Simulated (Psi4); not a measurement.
C₂H₇O, charge +1, singlet, geometry from GFN2-xTB. Base run: MP2/STO-3G in Psi4 1.11.

Input for Psi4:
```
memory 2 GB

molecule {
1 1
  C     1.10967298    0.54922356    0.04860559
  O     0.03350020   -0.26768774   -0.47828916
  C    -1.16420259   -0.25473849    0.33929896
  H     1.40258613    0.23749568    1.05185818
  H     0.76404907    1.58231963    0.06944989
  H     1.95603381    0.47188039   -0.63243928
  H     0.34834441   -1.19130007   -0.56990702
  H    -1.90557419   -0.89344774   -0.13876942
  H    -1.53957651    0.76783903    0.36394651
  H    -0.96668669   -0.60019546    1.35474718
}

set basis sto-3g

energy('mp2')
print_variables()
```

Variants of this job, named by their change:

```json
[
 {"change": "base", "ΔE vs base (kcal/mol)": "0.000", "MP2 correlation (Eh)": "-0.15134", "basis functions": "22", "outcome": "converged"},
 {"change": "cc_type = df", "ΔE vs base (kcal/mol)": "0.000", "MP2 correlation (Eh)": "-0.15134", "basis functions": "22", "outcome": "converged"},
 {"change": "method = lccd", "ΔE vs base (kcal/mol)": "-", "MP2 correlation (Eh)": "-", "basis functions": "22", "outcome": "stopped with an error"},
 {"change": "method = qcisd(t)", "ΔE vs base (kcal/mol)": "-", "MP2 correlation (Eh)": "-", "basis functions": "22", "outcome": "stopped with an error"},
 {"change": "method = mp3", "ΔE vs base (kcal/mol)": "-20.51", "MP2 correlation (Eh)": "-0.15134", "basis functions": "22", "outcome": "converged"},
 {"change": "method = ccsd(t)", "ΔE vs base (kcal/mol)": "-30.35", "MP2 correlation (Eh)": "-0.15138", "basis functions": "22", "outcome": "converged"},
 {"change": "puream = on", "ΔE vs base (kcal/mol)": "0.000", "MP2 correlation (Eh)": "-0.15134", "basis functions": "22", "outcome": "converged"},
 {"change": "method = scs-mp2", "ΔE vs base (kcal/mol)": "-10.23", "MP2 correlation (Eh)": "-0.15138", "basis functions": "22", "outcome": "converged"},
 {"change": "method = dlpno-mp2", "ΔE vs base (kcal/mol)": "0.008", "MP2 correlation (Eh)": "-0.15133", "basis functions": "22", "outcome": "converged"},
 {"change": "puream = off", "ΔE vs base (kcal/mol)": "-0.020", "MP2 correlation (Eh)": "-0.15135", "basis functions": "22", "outcome": "converged"}
]
```

- method = lccd: ended with `Fatal Error: ndocc must be less than nvirt`
- method = qcisd(t): ended with `Fatal Error: ndocc must be less than nvirt`
